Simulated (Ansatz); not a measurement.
Two isomers of C2H3FSi: A = `F[SiH]1C=C1`, B = `FC1=C[SiH2]1`.

Computed with Ansatz on PBE0-D4/def2-TZVP structures; ΔE is electronic, products minus reactants. CBS: MP2 limit from def2 TZ/QZ plus the TZ coupled-cluster correction, frozen cores. DFT in def2-TZVPP. B3LYP here is the variant with VWN-RPA as its local correlation; programs differ in this.

Which is lower in electronic energy at CCSD(T)/CBS, and by how much? (Best estimate.)

Computed: A, by 53.9 kcal/mol.

Give E(B) − E(A) in kcal/mol with PBE0-D4, B3LYP, B3LYP-D4, ωB97M-V, CCSD(T)/def2-SVP, PBE-D4, MP2/def2-TZVPP. (Best estimate.)

The calculation gave: PBE0-D4 49.2, B3LYP 50.5, B3LYP-D4 50.6, ωB97M-V 51.8, CCSD(T)/def2-SVP 46.4, PBE-D4 46.6, MP2/def2-TZVPP 54.6. None reverses the order clearly.

Does the order hold for the free energy at 298.15 K (harmonic terms from PBE0-D4)? (Best estimate.)

Ansatz gave: Yes: G(B) − G(A) = +52.3 kcal/mol.

Largest T1 diagnostic: 0.014.

From BLYP to BHLYP (50 % exact exchange), in def2-TZVPP and without D4, E(B) − E(A) moves by +4.9 kcal/mol. At CCSD(T), def2-SVP lies −7.4 kcal/mol from the extrapolated value and def2-TZVPP −1.3 kcal/mol.
